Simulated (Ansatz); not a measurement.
Gas-phase electronic energies from Ansatz, PBE0-D4/def2-TZVP geometries. CBS: MP2 limit from def2 TZ/QZ plus the TZ coupled-cluster correction, frozen cores. This one scheme is used for every species. DFT in def2-TZVPP. B3LYP here is the variant with VWN-RPA as its local correlation; programs differ in this. One conformer a species, not always the lowest.

Reaction (formal exchange of groups at the Si–B bond): `OB(O)[SiH2]F` + `[AlH2][Cl]` → `F[SiH2][AlH][Cl]` + `OBO`

`OB(O)[SiH2]F`:

Cartesian coordinates in Å:
```
O -0.327 1.672 0.640
B 0.083 0.695 -0.223
O 0.616 1.069 -1.410
Si -0.032 -1.292 0.205
F -0.464 -2.140 -1.088
H -0.731 1.351 1.447
H 0.634 2.027 -1.524
H 1.268 -1.834 0.686
H -1.048 -1.548 1.267
```

`[AlH2][Cl]`:

```xyz
4

Al    0.127   -0.092    0.035
Cl   -1.529    1.112   -0.421
H     0.230   -0.663    1.499
H     1.172   -0.357   -1.113
```

`F[SiH2][AlH][Cl]`:

```xyz
7

F     0.544    0.406    2.064
Si    0.678    0.698    0.488
Al   -0.793   -0.794   -0.805
Cl   -1.969   -2.176    0.249
H     0.344    2.133    0.267
H     2.111    0.518    0.118
H    -0.916   -0.785   -2.381
```

`OBO`:

```xyz
6

O    -0.146   -0.487   -0.968
B    -0.155   -0.029    0.316
O     0.730    0.925    0.686
H    -0.808   -1.160   -1.133
H    -0.924   -0.442    1.137
H     1.303    1.193   -0.039
```

| level | ΔE (kJ/mol) | difference from CCSD(T)/CBS |
| --- | --- | --- |
| PBE-D4 | -26.3 | -2.8 |
| r2SCAN-D4 | -23.5 | 0.0 |
| PBE0-D4 | -26.5 | -3.0 |
| B3LYP-D4 | -23.0 | 0.5 |
| ωB97X-V | -20.8 | 2.7 |
| ωB97M-V | -18.9 | 4.6 |
| B2PLYP | -22.8 | 0.7 |
| PBE | -27.2 | -3.7 |
| r2SCAN | -23.7 | -0.2 |
| PBE0 | -27.1 | -3.6 |
| B3LYP | -24.4 | -0.9 |
| HF/def2-TZVPP | -24.2 | -0.7 |
| MP2/def2-TZVPP | -20.8 | 2.7 |
| SCS-MP2/def2-TZVPP | -20.6 | 2.9 |
| CCSD/def2-TZVPP | -22.7 | 0.8 |
| CCSD(T)/def2-TZVPP | -22.2 | 1.3 |
| HF/def2-QZVPP | -24.4 | -0.9 |
| MP2/def2-QZVPP | -21.6 | 1.9 |
| SCS-MP2/def2-QZVPP | -21.4 | 2.1 |
| HF/CBS(def2) | -24.4 | -0.9 |
| MP2/CBS(def2) | -22.1 | 1.4 |
| CCSD/CBS(def2) | -24.0 | -0.5 |
| CCSD(T)/CBS | -23.5 | 0 |

Largest T1 diagnostic among the species: 0.013.
